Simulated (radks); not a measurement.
Values are calculated unless marked as measured or tabulated.
Species: Ir4+. Configuration: [Xe] 4f14 5d5. Level of theory: Dirac Kohn-Sham, PBE, spin-unpolarised, spherical densities, finite nucleus; open shells are shared between the two j in proportion to 2j + 1; Fermi nuclear charge, rms radius 5.4032 fm (a radial shooting solver on a logarithmic mesh with Libxc functionals).

Unscreened Slater integrals over Kohn-Sham orbitals (hartree). Large and small components are both included. Empty in this configuration: 6s1/2.

\begin{tabular}{lr}
integral & value \\ \hline
F0(5d5/2,5d5/2) & 0.60205 \\
F2(5d5/2,5d5/2) & 0.31790 \\
F4(5d5/2,5d5/2) & 0.21234 \\
F0(5d5/2,5d3/2) & 0.60974 \\
F2(5d5/2,5d3/2) & 0.32166 \\
G2(5d5/2,5d3/2) & 0.32130 \\
G4(5d5/2,5d3/2) & 0.21464 \\
F0(5d5/2,5p3/2) & 0.67399 \\
F2(5d5/2,5p3/2) & 0.34107 \\
G1(5d5/2,5p3/2) & 0.41478 \\
G3(5d5/2,5p3/2) & 0.25797 \\
F0(5d5/2,4f7/2) & 0.77080 \\
F2(5d5/2,4f7/2) & 0.18567 \\
F4(5d5/2,4f7/2) & 0.087572 \\
G1(5d5/2,4f7/2) & 0.063279 \\
G3(5d5/2,4f7/2) & 0.059036 \\
G5(5d5/2,4f7/2) & 0.047075 \\
F0(5d5/2,6s1/2) & 0.45586 \\
G2(5d5/2,6s1/2) & 0.11352 \\
F0(5d3/2,5d3/2) & 0.61781 \\
F2(5d3/2,5d3/2) & 0.32602 \\
F0(5d3/2,5p3/2) & 0.68558 \\
F2(5d3/2,5p3/2) & 0.35071 \\
G1(5d3/2,5p3/2) & 0.43253 \\
G3(5d3/2,5p3/2) & 0.26897 \\
F0(5d3/2,4f7/2) & 0.78907 \\
F2(5d3/2,4f7/2) & 0.19533 \\
G3(5d3/2,4f7/2) & 0.063401 \\
G5(5d3/2,4f7/2) & 0.050386 \\
F0(5d3/2,6s1/2) & 0.45852 \\
G2(5d3/2,6s1/2) & 0.10646 \\
F0(5p3/2,5p3/2) & 0.78691 \\
F2(5p3/2,5p3/2) & 0.42562 \\
F0(5p3/2,4f7/2) & 0.96805 \\
F2(5p3/2,4f7/2) & 0.30012 \\
G2(5p3/2,4f7/2) & 0.11679 \\
G4(5p3/2,4f7/2) & 0.098083 \\
F0(5p3/2,6s1/2) & 0.47958 \\
G1(5p3/2,6s1/2) & 0.046628 \\
F0(4f7/2,4f7/2) & 1.7048 \\
F2(4f7/2,4f7/2) & 0.83931 \\
F4(4f7/2,4f7/2) & 0.53279 \\
F6(4f7/2,4f7/2) & 0.38513 \\
F0(4f7/2,6s1/2) & 0.51752 \\
G3(4f7/2,6s1/2) & 0.018846 \\
F0(6s1/2,6s1/2) & 0.39586 \\
\end{tabular}
